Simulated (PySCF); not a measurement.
C2H4FNOSi, SMILES N#C[C@@H](F)[SiH2]O. Atoms are numbered in the order given.

```xyz
10

N      2.7017     0.6915     0.7717
C      1.7796     0.2569     0.1916
C      0.5766    -0.2391    -0.4661
F      0.4185    -1.6205    -0.2681
Si    -1.0159     0.5962     0.2528
O     -2.3425    -0.0054    -0.5723
H      0.6499    -0.0452    -1.5606
H     -1.0236     0.2684     1.7180
H     -0.9650     2.0650    -0.0163
H     -2.5160    -0.9549    -0.4437
```

Geometry optimised at PBE-D3(BJ)/def2-SVP. The structure was generated by enumeration; whether it is a known compound was not checked. One conformer was computed; it need not be the lowest.

Computed with PySCF with PBE-D3(BJ)/def2-SVP.

Frequencies are harmonic and unscaled.

Computed harmonic wavenumbers and intensities:
```csv
mode,ν (cm⁻¹),IR (km/mol),moving atoms (share of kinetic energy)
1,59,7.7,"O 39 %, H 18 %, F 14 %, N 12 %, Si 12 %"
2,90,0.4,"N 30 %, O 20 %, H 16 %, Si 15 %, F 11 %, C 9 %"
3,163,16.8,"F 27 %, N 25 %, H 17 %, O 15 %, Si 12 %"
4,228,18.0,"C 34 %, F 24 %, N 18 %, H 17 %"
5,259,38.6,"H 54 %, F 23 %, Si 8 %"
6,285,75.8,"O 31 %, H 28 %, C 14 %, Si 13 %, N 10 %"
7,438,1.7,"C 68 %, Si 14 %, N 12 %"
8,512,16.7,"H 43 %, C 32 %, Si 14 %"
9,590,21.8,"C 39 %, F 25 %, H 21 %, N 8 %"
10,668,42.2,"H 74 %, C 13 %, Si 8 %"
11,746,18.1,"H 51 %, C 36 %, Si 9 %"
12,813,87.2,"H 50 %, O 40 %, Si 9 %"
13,860,280.4,"H 82 %, Si 10 %"
14,881,33.3,"H 74 %, O 16 %, Si 9 %"
15,920,50.7,"H 60 %, Si 22 %, O 11 %"
16,961,24.3,"C 54 %, H 22 %, N 13 %"
17,1025,71.0,"C 58 %, F 28 %, H 10 %"
18,1117,27.7,"H 65 %, C 32 %"
19,1265,4.5,"H 82 %, C 16 %"
20,2179,77.1,H 97 %
21,2225,83.7,H 96 %
22,2275,5.9,"C 62 %, N 38 %"
23,2976,3.6,H 92 %
24,3759,101.9,H 94 %
```
